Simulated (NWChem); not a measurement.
System: BSi2H7; SMILES [SiH3]B[SiH3]

Computed with NWChem. Coordinates come from a PBE0/def2-SVP optimisation. B3LYP is NWChem's, with the RPA form of VWN correlation.

Problem. Order these by “orbital gap (eV)”, lowest first: BHandHLYP/def2-TZVP; B3LYP/def2-TZVP; Hartree-Fock/def2-TZVP; LDA (Slater exchange, PW92)/def2-TZVP.

Solution. LDA (Slater exchange, PW92)/def2-TZVP (2.91), B3LYP/def2-TZVP (4.79), BHandHLYP/def2-TZVP (7.32), Hartree-Fock/def2-TZVP (11.47)
